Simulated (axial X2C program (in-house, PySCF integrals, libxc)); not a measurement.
## Curves of TbOH⁺ from open-shell CI on f9 s0

Calculated with an in-house all-electron X2C program for linear molecules (integrals from PySCF): two-component X2C with atomic mean-field Coulomb and Gaunt terms, basis Tb dyall-v3z, O dyall-v3z, H dyall-v3z (cores contracted in-house). Orbitals come from Hartree–Fock averaged over the configuration Tb f9 s0; CI then distributes these electrons over the f, s shells of Tb.

Scan along the Tb–O bond with OH moving as one mass, its bond held at 0.950 Å; masses Tb 158.925 u, O 15.995 u, H 1.008 u. Energies in cm⁻¹ from the lowest point; levels are followed by energy order within each Ω. Lowest level at 2.036 Å: 100% f9.

```csv
R (Å),(1)Ω=15/2,(1)Ω=13/2,(1)Ω=11/2,(1)Ω=9/2,(1)Ω=7/2
1.893,2333,2670,2879,3019,3132
1.965,545,873,1100,1265,1394
2.036,0,318,553,731,868
2.117,475,780,1017,1200,1342
2.199,1814,2104,2336,2519,2660
2.291,4011,4284,4507,4685,4822
2.402,7269,7521,7730,7898,8027
```

Q: Fit the curves (1)Ω=15/2, (1)Ω=13/2, (1)Ω=11/2, (1)Ω=9/2, (1)Ω=7/2 near their minima.

A: From the open-shell CI curves, Te from the lowest:

| level | Te (cm⁻¹) | Re (Å) | ωe (cm⁻¹) |
| --- | --- | --- | --- |
| (1)Ω=15/2 | 0 | 2.040 | 623.1 |
| (1)Ω=13/2 | 317 | 2.040 | 621.5 |
| (1)Ω=11/2 | 553 | 2.040 | 619.6 |
| (1)Ω=9/2 | 731 | 2.040 | 618.0 |
| (1)Ω=7/2 | 869 | 2.039 | 616.8 |

Without dynamic correlation distances can be off by several hundredths of an Å (long for ionic bonds, short for multiple bonds) and the wavenumbers are rough.

The 5 lowest curves are shown; the next is (1)Ω=5/2, from 974 cm⁻¹.

Dynamic correlation is missing, so gaps between terms are too wide and other configurations may lie lower; the lowest level listed is that of this model, not necessarily the ground state. At most 4 roots were kept for each Ω > 0 (twice that for Ω = 0) within 2.2 eV of the lowest, so higher up levels can be missing between those listed; levels with Ω > 0 are doubly degenerate and listed once, Ω = 0 levels singly. States that fill the shells left empty in the average are placed too high. The molecule was held linear; bending was not examined.
